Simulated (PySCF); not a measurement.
PBE0 on Co⁻ (cobalt, charge -1), [Ar] 3d8 4s2, high-spin 3F determinant. All numbers are calculated (PySCF 2.14, the spin-free X2C one-electron Hamiltonian (Gaussian nucleus), in aug-cc-pwCVTZ-DK).

```
cycle= 1 E= -1393.03509923225  delta_E= -0.0183  |g|= 0.227  |ddm|= 0.907
cycle= 2 E= -1392.98274934783  delta_E= 0.0523  |g|= 0.594  |ddm|= 0.445
cycle= 3 E= -1393.04531001716  delta_E= -0.0626  |g|= 0.0203  |ddm|= 0.287
cycle= 4 E= -1393.04544209778  delta_E= -0.000132  |g|= 0.0109  |ddm|= 0.0384
cycle= 5 E= -1393.04548242048  delta_E= -4.03e-05  |g|= 0.0011  |ddm|= 0.0289
cycle= 6 E= -1393.0454865174  delta_E= -4.1e-06  |g|= 0.000391  |ddm|= 0.0153
cycle= 7 E= -1393.04548708155  delta_E= -5.64e-07  |g|= 6.52e-05  |ddm|= 0.00881
cycle= 8 E= -1393.04548708347  delta_E= -1.92e-09  |g|= 2.23e-05  |ddm|= 0.000304
cycle= 9 E= -1393.0454870836  delta_E= -1.28e-10  |g|= 3.35e-06  |ddm|= 7.47e-05
converged SCF energy = -1393.0454870836  <S^2> = 2.0192424  2S+1 = 3.012801
```

Highest occupied orbital energy: 0.634 eV; ⟨L²⟩ = 12.03; populations by l: s 8.00, p 12.00, d 8.00, f 0.00.

Can this result be used?

With care. Self-consistency was reached. At PBE0 the highest occupied level has a positive energy, so only the finite basis holds that electron; in a semilocal or global hybrid functional this comes from self-interaction and does not mean that the real anion is unbound.
